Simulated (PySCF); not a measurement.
**IF⁻: from constants to spectrum**

UHF-SCS-MP2 constants of IF⁻, ²Σ⁺ (doublet), unpaired electrons σ ↑ (PySCF, scalar-relativistic core potentials, basis sets I aug-cc-pVDZ-PP with ECP28, F aug-cc-pVDZ; masses 126.9045 and 18.9984 u):

```
ωe           : 303.9 cm⁻¹
ωexe         : 2.66 cm⁻¹
Be           : 0.1855 cm⁻¹
αe           : 0.00157 cm⁻¹
De to I + F⁻ : 1.45 eV
```

(1) What force constant and bond length do these constants imply?

(2) Estimate the centrifugal constant D from the Kratzer relation and find the Dunham coefficient a1.

Correlated steps freeze 5 core orbitals. Correlated levels converge slowly with the basis: in double zeta they bind strong bonds too weakly, by up to about 1 eV, and carry superposition errors of some tenths. Spin–orbit coupling is left out, which matters for elements this heavy, above all for dissociation energies. For an ion De counts to the pair picked by the measured ionisation energies or electron affinities, which need not be the lowest pair at this level. The state was picked by a PBE0 search and need not be the measured ground state.

## Answers

(1) Reduced mass μred = 16.525 u; k = 5.8918×10⁻⁷·μred·ωe² (u, cm⁻¹, mdyn/Å) = 0.899 mdyn/Å; Re = √(16.8576/(μred·Be)) (u, cm⁻¹, Å) = 2.345 Å.

(2) D = 4Be³/ωe² = 2.76e-07 cm⁻¹; a1 = −1 − αeωe/(6Be²) = -3.31.
